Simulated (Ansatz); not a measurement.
Gas-phase electronic energies from Ansatz, PBE0-D4/def2-TZVP geometries. CBS: MP2 limit from def2 TZ/QZ plus the TZ coupled-cluster correction, frozen cores. This one scheme is used for every species. Functionals use def2-TZVPP. B3LYP here is the variant with VWN-RPA as its local correlation; programs differ in this. For K outer-core shells are correlated without core-valence functions, which leaves a few kJ/mol of doubt a bond. Scalar relativity is left out up to krypton.

Consider the ligand exchange at a K–O bond: `C[O][K]` + `CNC` → `C[N](C)[K]` + CH₃OH.

```tsv
level	ΔE (kcal/mol)	difference from CCSD(T)/CBS
BLYP-D4	21.7	-0.5
B3LYP-D4	22.5	0.3
r2SCANh-D4	22.7	0.5
r2SCAN0-D4	22.8	0.6
BHLYP-D4	23.4	1.2
PBE-QIDH	22.2	0.0
BLYP	22.7	0.5
CAM-B3LYP	24.2	2.0
RPA@PBE/def2-TZVPP	20.1	-2.1
MP2/def2-SVP	23.6	1.4
HF/def2-TZVPP	24.7	2.5
MP2/def2-TZVPP	21.2	-1.0
CCSD(T)/def2-TZVPP	21.0	-1.2
MP2/def2-QZVPP	21.9	-0.3
MP2/CBS(def2)	22.4	0.2
CCSD/CBS(def2)	22.9	0.7
CCSD(T)/CBS	22.2	0
```

Largest T1 diagnostic among the species: 0.012.

At CCSD(T), def2-SVP lies +1.0 kcal/mol from the extrapolated value and def2-TZVPP −1.2 kcal/mol. In def2-TZVPP, CCSD(T) changes the Hartree–Fock value by −3.7 kcal/mol (the triples alone add −0.8 kcal/mol) and MP2 by −3.5 kcal/mol. Leaving LDA and LC-ωPBE aside and taking each functional with its dispersion term where it has one, the values, not all of them listed here, spread over 3.5 kcal/mol, from revPBE-D4 to CAM-B3LYP-D4.
